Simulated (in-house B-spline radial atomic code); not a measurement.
C is squeezed into an impenetrable sphere of radius R (the orbitals vanish at R). No spin polarisation. Level of theory: non-relativistic LDA VWN5, spherical fractional occupations, point nucleus; calculated with a B-spline radial code for spherical atoms.

Energies in eV above the free atom in [He] 2s2 2p2:

| R (bohr) | highest level (eV) | [He] 2s2 2p2 | [He] 2s1 2p3 | -dE/dV in [He] 2s2 2p2 (GPa) |
| --- | --- | --- | --- | --- |
| 7.82 | -5.37 | 0.01362 | 8.244 | 0.0247 |
| 6.08 | -5.1 | 0.1331 | 8.396 | 0.415 |
| 4.74 | -4.09 | 0.8514 | 9.272 | 4.69 |
| 3.95 | -2.27 | 2.741 | 11.45 | 23 |
| 3.54 | -0.422 | 5.174 | 14.13 | 56 |
| 3.01 | 3.85 | 12.17 | 21.54 | 191 |
| 2.49 | 12.2 | 29.54 | 39.17 | 723 |
| 2 | 28.5 | 72.75 | 81.16 | 3020 |
| 1.96 | 30.5 | 78.63 | 86.75 | 3430 |
| 1.26 | 127 | 362.4 | 344.3 | 49300 |

(1) Does [He] 2s1 2p3 fall below [He] 2s2 2p2 under compression?

The highest level is first positive in the row R = 3.01 bohr, pushed up by confinement above the zero of the free ion's potential. Each configuration is held fixed and needn't be the lowest in the sphere.

Results:

(1) Yes, between R = 1.96 and 1.26 bohr the order changes (near 1.74 bohr by linear interpolation).
